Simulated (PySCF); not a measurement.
C3H6BClO. Atoms are numbered in the order given.

```xyz
12

B      0.0634    -0.2341     0.8070
C      0.0778    -1.0612    -0.5420
C      0.1651    -0.1620    -1.7471
C      1.1793    -0.1298    -2.6160
H     -0.8682    -1.6350    -0.5807
H      0.9021    -1.7956    -0.5527
H     -0.6729     0.5327    -1.8773
H      2.0402    -0.8006    -2.5217
H      1.1847     0.5672    -3.4581
Cl    -1.2308     0.9556     1.0867
O      0.9774    -0.3534     1.7903
H      1.6686    -0.9977     1.5894
```

The structure is a stationary point at B3LYP-D3(BJ)/def2-SVP. The values are those of a single conformer.

The numbers are results of PBE/def2-TZVP (PySCF), not measurements.

Gas-phase values at a fixed geometry.

Question: Estimate the frontier levels, gap, dipole moment and polarisability. (The exact figures need the calculation; the answer reports its results.)

Answer: 
```json
{
 "highest_occupied_level": "-6.27 eV",
 "lowest_empty_level": "-1.26 eV",
 "orbital_gap": "5.01 eV",
 "dipole_moment": "2.51 D",
 "quadrupole, principal values (traceless, Buckingham form, about the centre of nuclear charge)": "-8.41, -0.10, 8.51 D·Å",
 "mean_static_polarisability": "67.9 bohr³ (10.06 Å³)",
 "polarisability_principal_values": "51.9, 67.1, 84.7 bohr³"
}
```
